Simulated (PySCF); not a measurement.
Isomers of C3H5FSe, mass 139.954 u with the commonest isotopes. Level of theory: PBE0-D3(BJ)/def2-SVP geometry optimisation, gas phase (PySCF). One conformer each, none proved a minimum here; rigid rotors.

Question: Order these by dipole moment, largest first.
A. `[CH3:1][C:2](=[Se:3])[CH2:4][F:5]` with C1–C2–C4–F5 -1°
B. `[F:1][C@H:2]1[CH2:3][CH2:4][Se:5]1` with F1–C2–C3–C4 139°, C2–C3–C4–Se5 -19°, C3–C4–Se5–C2 15°, F1–C2–Se5–C4 -134°
C. `[F:1][CH:2]1[CH2:3][Se:4][CH2:5]1` with F1–C2–C3–Se4 -149°, C2–C3–Se4–C5 21°, C3–Se4–C5–C2 -21°, F1–C2–C5–Se4 149°
D. `[CH2:1]=[CH:2][Se:3][CH2:4][F:5]` with C1–C2–Se3–C4 18°, C2–Se3–C4–F5 -74°

Answer: B (2.29 D), D (1.38 D), A (1.02 D), C (0.35 D).

Question: Order these by out-of-plane moment Σ m c² = (Ia + Ib − Ic)/2, smallest first.
A. `[F:1][CH:2]1[CH2:3][Se:4][CH2:5]1` with F1–C2–C3–Se4 -149°, C2–C3–Se4–C5 21°, C3–Se4–C5–C2 -21°, F1–C2–C5–Se4 149°
B. `[CH3:1][C:2](=[Se:3])[CH2:4][F:5]` with C1–C2–C4–F5 -1°
C. `[CH2:1]=[CH:2][Se:3][CH2:4][F:5]` with C1–C2–Se3–C4 18°, C2–Se3–C4–F5 -74°
D. `[CH2:1]=[C:2]([F:3])[CH2:4][SeH:5]` with C1–C2–C4–Se5 114°, C2–C4–Se5–H 59°
E. `[F:1][C@H:2]1[CH2:3][CH2:4][Se:5]1` with F1–C2–C3–C4 139°, C2–C3–C4–Se5 -19°, C3–C4–Se5–C2 15°, F1–C2–Se5–C4 -134°

Answer: B (3.15 u·Å²), A (7.62 u·Å²), E (8.60 u·Å²), C (9.47 u·Å²), D (16.93 u·Å²).

Question: Order these by rotational constant C, smallest first.
A. `[CH2:1]=[C:2]([F:3])[CH2:4][SeH:5]` with C1–C2–C4–Se5 114°, C2–C4–Se5–H 59°
B. `[F:1][CH:2]1[CH2:3][Se:4][CH2:5]1` with F1–C2–C3–Se4 -149°, C2–C3–Se4–C5 21°, C3–Se4–C5–C2 -21°, F1–C2–C5–Se4 149°
C. `[CH3:1][C:2](=[Se:3])[CH2:4][F:5]` with C1–C2–C4–F5 -1°
D. `[CH3:1][Se:2]/[CH:3]=[CH:4]/[F:5]` with C1–Se2–C3–C4 120°
E. `[CH2:1]=[CH:2][Se:3][CH2:4][F:5]` with C1–C2–Se3–C4 18°, C2–Se3–C4–F5 -74°
F. `[F:1][C@H:2]1[CH2:3][CH2:4][Se:5]1` with F1–C2–C3–C4 139°, C2–C3–C4–Se5 -19°, C3–C4–Se5–C2 15°, F1–C2–Se5–C4 -134°

Answer: D (1264 MHz), C (1317 MHz), A (1383 MHz), B (1660 MHz), E (1785 MHz), F (1958 MHz).

```tsv
SMILES	point group	Ia (u·Å²)	Ib (u·Å²)	Ic (u·Å²)	κ	μa (D)	μb (D)	μc (D)
FC1C[Se]C1	Cs	52.63	267.00	304.39	-0.94	0.11	0.00	0.33
F[C@H]1CC[Se]1	C1	100.52	174.82	258.14	-0.39	0.08	2.16	0.75
C=C[Se]CF	C1	140.45	161.56	283.06	0.48	0.32	0.05	1.34
C[Se]/C=C/F	C1	54.47	364.09	399.88	-0.97	0.92	0.96	0.40
C=C(F)C[SeH]	C1	67.21	332.06	365.41	-0.95	0.53	0.90	0.75
CC(=[Se])CF	Cs	65.77	324.29	383.76	-0.92	1.00	0.22	0.01
```
